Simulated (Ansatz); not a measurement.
Relative stability

Two relaxed structures of GaH$_{4}$SO (charge +1), closed shell (PBE0-D4/def2-TZVP; forces vanish, vibrations not checked).

A:

O1  (-1.255, 0.072, -0.623)
Ga2  (0.260, -0.011, 0.686)
S3  (1.967, -0.124, -0.594)
H4  (-1.173, 0.060, -1.587)
H5  (-2.188, 0.131, -0.379)
H6  (-0.433, 0.041, 2.050)
H7  (2.823, -0.169, 0.446)
(Å)

B:

O1  (1.520, -0.122, -0.402)
Ga2  (0.275, 0.058, 0.798)
S3  (-1.434, 0.683, -0.793)
H4  (-0.863, -0.006, -1.805)
H5  (-2.351, -0.267, -0.513)
H6  (-0.153, 0.014, 2.264)
H7  (2.420, -0.328, -0.132)
(Å)

Computed with Ansatz 0.2.0 (basis: def2-TZVPP); correlated methods freeze the cores. Filled d shells of the heavier atoms are correlated. The def2 sets are not built for correlating such inner shells, so the correlated values are less sure here. B3LYP uses VWN-RPA correlation.

**Question.** Which structure is lower at CCSD(T), and by how much? (An estimate is asked for; the value comes from the calculation.)

**Answer.** By the calculation: A, by 13.38 kcal/mol (electronic energy, against the other). By their contacts, A is GaH₄SO ([OH2][GaH][SH]), total charge +1 and B is GaH₄SO ([OH][GaH][SH2]), total charge +1.

All methods give the same order:

```
   method  E(B) − E(A) (kcal/mol)
   PBE-D4                   12.22
r2SCAN-D4                   12.97
  PBE0-D4                   14.10
 B3LYP-D4                   13.05
  wB97M-V                   14.29
       HF                   16.20
      MP2                   13.37
     CCSD                   13.79
  CCSD(T)                   13.38
```

No T1 diagnostic of these runs exceeds 0.015.

Labels in which every atom is bracketed show which atoms are joined, not bond orders.

For scale, one of the runs: CCSD(T)/def2-TZVPP, 177 basis functions, launched by `ansatz run in.yaml --threads 2 --pin off --events-out ev --progress --plain --max-ram 4352MiB`. Hardware: 2 CPU threads of an Arm Neoverse V1, shared host. Wall time 62 s; peak host memory 1.6 GiB.
